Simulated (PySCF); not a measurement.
AlH₃, charge +1, multiplicity 2. Atoms are numbered in the order given.

```xyz
4

Al     0.0000     0.0000     0.0809
H      0.0000     0.8804    -1.3384
H      0.0000    -0.8804    -1.3384
H      0.0000     0.0000     1.6250
```
Charge +1, spin multiplicity 2.

Geometry: ωB97X-D3(BJ)/def2-TZVPD.

All values below come from TDA-PBE/def2-TZVPD (PySCF).

Vertical excitations. The molecule is in vacuum.

```
state    energy (eV)  λ (nm)      f                                                   main pairs
-------  -----------  ------  -----  -----------------------------------------------------------
root 1          3.11     398  0.007                                             β HOMO→LUMO 96 %
root 2          4.72     263  0.000                                            α HOMO→LUMO 100 %
root 3          5.61     221  0.037                       α HOMO→LUMO+1 64 %, β HOMO−1→LUMO 33 %
root 4          5.76     215  0.000                       α HOMO−1→LUMO 40 %, β HOMO→LUMO+1 59 %
root 5          6.29     197  0.059  α HOMO→LUMO+1 33 %, α HOMO−1→LUMO+2 6 %, β HOMO−1→LUMO 54 %
root 6          6.43     193  0.016                       α HOMO−1→LUMO 58 %, β HOMO→LUMO+1 40 %
root 7          6.47     192  0.000                     α HOMO−1→LUMO+1 51 %, β HOMO→LUMO+2 48 %
root 8          6.92     179  0.019                                           α HOMO→LUMO+2 87 %
root 9          7.84     158  0.010                     α HOMO−1→LUMO+2 50 %, β HOMO→LUMO+3 46 %
root 10         8.24     150  0.021                     α HOMO−2→LUMO 22 %, β HOMO−1→LUMO+1 72 %
```
Unrestricted roots are not spin-pure.
